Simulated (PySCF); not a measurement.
C₆H₁₃OP.
Atom-mapped SMILES: `[CH3:1][O:2][C@@H:3]1[PH:4][CH2:5][CH2:6][C@@H:7]1[CH3:8]` (hydrogens: H9, H10, H11 on C1; H12 on C3; H13 on P4; H14, H15 on C5; H16, H17 on C6; H18 on C7; H19, H20, H21 on C8)

Method: PBE0-D3(BJ)/def2-SVP geometry optimisation, gas phase (PySCF 2.14.0); density fitting, grid level 1; the optimiser is geomeTRIC in internal coordinates, started from a GFN2-xTB structure with every atom displaced at random (about 0.01 Å).

Geometry at step 0:
```
atom  x, y, z in Å
C1      2.4659   -0.7136    1.1374
O2      1.0520   -0.6295    0.9512
C3      0.6624   -0.1302   -0.3186
P4      0.9888    1.7416   -0.3799
C5     -0.8080    2.0401    0.1789
C6     -1.4847    0.6978    0.4214
C7     -0.8153   -0.3258   -0.5085
C8     -1.2482   -1.7510   -0.2424
H9      2.9025   -1.3796    0.4396
H10     2.9037    0.2981    1.0130
H11     2.6060   -1.0411    2.1587
H12     1.2739   -0.6258   -1.0932
H13     0.6474    1.8040   -1.7603
H14    -0.8064    2.6501    1.1085
H15    -1.3193    2.6184   -0.5808
H16    -2.5557    0.7722    0.2568
H17    -1.3105    0.3794    1.4489
H18    -1.0695   -0.0544   -1.5413
H19    -0.7795   -2.4487   -0.9267
H20    -2.3657   -1.8413   -0.3522
H21    -1.0112   -2.0383    0.7670
```

Question: Give the atomic forces at this geometry.

Answer: 
```json
{"atom": "C1", "Fx (eV/Å)": "-2.007", "Fy (eV/Å)": "1.759", "Fz (eV/Å)": "0.426"}
{"atom": "O2", "Fx (eV/Å)": "0.396", "Fy (eV/Å)": "-0.038", "Fz (eV/Å)": "-0.231"}
{"atom": "C3", "Fx (eV/Å)": "1.305", "Fy (eV/Å)": "0.099", "Fz (eV/Å)": "0.514"}
{"atom": "P4", "Fx (eV/Å)": "-0.775", "Fy (eV/Å)": "-0.184", "Fz (eV/Å)": "0.022"}
{"atom": "C5", "Fx (eV/Å)": "0.524", "Fy (eV/Å)": "0.307", "Fz (eV/Å)": "1.010"}
{"atom": "C6", "Fx (eV/Å)": "0.705", "Fy (eV/Å)": "-0.064", "Fz (eV/Å)": "-0.480"}
{"atom": "C7", "Fx (eV/Å)": "-0.600", "Fy (eV/Å)": "-0.073", "Fz (eV/Å)": "0.503"}
{"atom": "C8", "Fx (eV/Å)": "-1.500", "Fy (eV/Å)": "0.350", "Fz (eV/Å)": "-0.413"}
{"atom": "H9", "Fx (eV/Å)": "0.771", "Fy (eV/Å)": "-1.127", "Fz (eV/Å)": "-1.037"}
{"atom": "H10", "Fx (eV/Å)": "0.167", "Fy (eV/Å)": "-0.187", "Fz (eV/Å)": "0.028"}
{"atom": "H11", "Fx (eV/Å)": "0.246", "Fy (eV/Å)": "-0.275", "Fz (eV/Å)": "0.473"}
{"atom": "H12", "Fx (eV/Å)": "-0.090", "Fy (eV/Å)": "-0.085", "Fz (eV/Å)": "-0.253"}
{"atom": "H13", "Fx (eV/Å)": "0.231", "Fy (eV/Å)": "0.112", "Fz (eV/Å)": "-0.225"}
{"atom": "H14", "Fx (eV/Å)": "0.004", "Fy (eV/Å)": "-0.107", "Fz (eV/Å)": "-0.361"}
{"atom": "H15", "Fx (eV/Å)": "-0.232", "Fy (eV/Å)": "0.344", "Fz (eV/Å)": "-0.431"}
{"atom": "H16", "Fx (eV/Å)": "-0.524", "Fy (eV/Å)": "-0.098", "Fz (eV/Å)": "-0.055"}
{"atom": "H17", "Fx (eV/Å)": "-0.013", "Fy (eV/Å)": "-0.131", "Fz (eV/Å)": "0.378"}
{"atom": "H18", "Fx (eV/Å)": "0.096", "Fy (eV/Å)": "0.037", "Fz (eV/Å)": "-0.243"}
{"atom": "H19", "Fx (eV/Å)": "0.227", "Fy (eV/Å)": "-0.399", "Fz (eV/Å)": "-0.356"}
{"atom": "H20", "Fx (eV/Å)": "0.768", "Fy (eV/Å)": "-0.007", "Fz (eV/Å)": "-0.028"}
{"atom": "H21", "Fx (eV/Å)": "0.300", "Fy (eV/Å)": "-0.234", "Fz (eV/Å)": "0.759"}
```

The largest, 2.70 eV/Å, acts on C1; the rms over all components is 0.586 eV/Å. The forces sum to zero within rounding, as they must for an isolated molecule in no field.

Question: Give the force on C1 in Eh/bohr and in nN.

Answer: 2.703 eV/Å ÷ 51.422 = 0.05256 Eh/bohr, and 2.703 eV/Å × 1.602 = 4.33 nN.

Question: How far is this geometry from the end of the optimisation?

Answer: 0.189 eV above it, and 0.081 Å rms away after alignment. The bonds farthest from their final lengths, with half the difference of the two atoms' forces along the bond (positive lengthens):

```csv
bond,now (Å),final (Å),force along bond (eV/Å)
C1–H9,1.059,1.108,+1.96
C1–O2,1.429,1.395,-1.20
C3–C7,1.503,1.529,+0.95
C8–H20,1.126,1.101,-1.13
C8–H21,1.076,1.099,+0.83
P4–C5,1.905,1.885,-0.43
```

The angle farthest from its final value is C5–P4–H13, 92.9° against 97.7°.

Of the 6 listed bonds off by 0.010 Å or more, this force points towards the final length in 6.

What follows is the cost of the whole optimisation. On one thread of an Arm Neoverse V2, shared host with 96 logical CPUs at a one-minute load of 34, this took 1.8 min and 0.75 GiB of memory at its peak.
